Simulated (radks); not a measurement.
Spin polarisation of the 4s1 shell in the zinc ion Zn+. Start: [Ar] 3d10 4s(up 0.5, down 0.5); electrons of 4s are moved from spin down to spin up, other shells keep equal spins. Method: scalar-relativistic Kohn-Sham, LDA (Slater exchange, Perdew-Wang correlation), spin-polarised, spherical densities, finite nucleus; Fermi nuclear charge, rms radius of each element as measured or else 0.836 A^(1/3) + 0.57 fm; computed with a radial shooting solver on a logarithmic mesh with Libxc functionals.

moment (Bohr magnetons)  E - E(0) (eV)  e(4s up) (eV)  e(4s down) (eV)  3d down minus up (eV)  3p down minus up (eV)
0                                0.000        -14.341          -14.341                  0.000                  0.000
0.25                            -0.016        -14.466          -14.205                  0.050                  0.012
0.5                             -0.066        -14.582          -14.054                  0.100                  0.024
0.75                            -0.148        -14.687          -13.887                  0.150                  0.036
1                               -0.266        -14.783          -13.701                  0.201                  0.048

At moment 1 the spin-polarisation energy is -0.266 eV and the 4s exchange splitting 1.082 eV, that is 1.082 eV per Bohr magneton; E = -I m^2/4 would give I = 1.064 eV.
